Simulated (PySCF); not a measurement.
CH5F2NSi2, SMILES F[SiH2]/C=N/[SiH2]F.

Geometry optimised at PBE-D3(BJ)/def2-SVP. The structure was generated by enumeration; whether it is a known compound was not checked. One conformer was computed; it need not be the lowest.

Method: PBE-D3(BJ)/def2-SVP in PySCF.

Frequencies are harmonic and unscaled.

```csv
mode,ν (cm⁻¹),IR (km/mol),moving atoms (share of kinetic energy)
1,43,0.6,"F 40 %, Si 32 %, H 24 %"
2,54,0.6,"F 68 %, N 17 %, C 11 %"
3,116,0.9,"C 43 %, H 26 %, N 17 %, F 9 %"
4,135,18.8,"Si 38 %, F 36 %, C 15 %, H 10 %"
5,177,9.0,"N 44 %, H 35 %, C 12 %"
6,249,3.9,"F 40 %, Si 33 %, N 12 %, C 10 %"
7,374,16.9,"N 39 %, Si 36 %, F 17 %"
8,521,2.8,"H 81 %, Si 16 %"
9,639,153.4,"H 64 %, Si 22 %"
10,693,10.0,"N 32 %, C 28 %, Si 23 %, H 13 %"
11,701,14.3,H 92 %
12,724,0.2,H 95 %
13,740,32.1,"C 40 %, Si 26 %, N 16 %, H 13 %"
14,824,13.2,"F 45 %, H 37 %, Si 17 %"
15,830,24.5,"F 42 %, H 42 %, Si 13 %"
16,874,576.0,"H 70 %, Si 19 %, F 9 %"
17,898,9.0,"H 62 %, C 29 %"
18,902,37.5,"H 85 %, Si 12 %"
19,927,102.9,"H 72 %, Si 20 %"
20,933,212.5,"H 62 %, Si 27 %, F 10 %"
21,1284,10.1,"H 80 %, C 13 %"
22,1671,107.1,"C 50 %, N 48 %"
23,2184,55.5,H 98 %
24,2196,104.2,H 95 %
25,2207,71.3,H 98 %
26,2214,123.2,H 95 %
27,2870,50.9,H 92 %
```
